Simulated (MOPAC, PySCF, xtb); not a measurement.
Relaxed torsion scan: SMILES [SiH3]N[SiH3]. Scanned: dihedral H4–Si1–N2–Si3; all other coordinates were relaxed at GFN2-xTB. Heavy atoms are numbered in the order of the SMILES [SiH3]N[SiH3], hydrogens after them in the order of the atoms that carry them; the mirror image has the same energies with the sign of each dihedral reversed.

Levels: GFN1-xTB // GFN2-xTB (xtb); RKS-B3LYP/6-31G* = restricted B3LYP/6-31G*, spherical d // GFN2-xTB (PySCF); PM7, restricted, heats of formation // GFN2-xTB (MOPAC).

Energies in kcal/mol, each method relative to its own lowest point.

```
φ / °  GFN1-xTB  RKS-B3LYP/6-31G*   PM7
-----  --------  ----------------  ----
0          0.03              0.14  0.13
10         0.00              0.07     …
20            …              0.02  0.03
30         0.15              0.00     …
40         0.29              0.05     …
50         0.44              0.14  0.10
60         0.56              0.27  0.20
70         0.44              0.14  0.10
80         0.29              0.05  0.03
90         0.16              0.01  0.00
100        0.06              0.03  0.02
110           …              0.08  0.07
```

### Question
Fill in the missing entries.

### Answer

- 10, PM7: 0.08
- 20, GFN1-xTB: 0.05
- 30, PM7: 0.01
- 40, PM7: 0.04
- 110, GFN1-xTB: 0.01
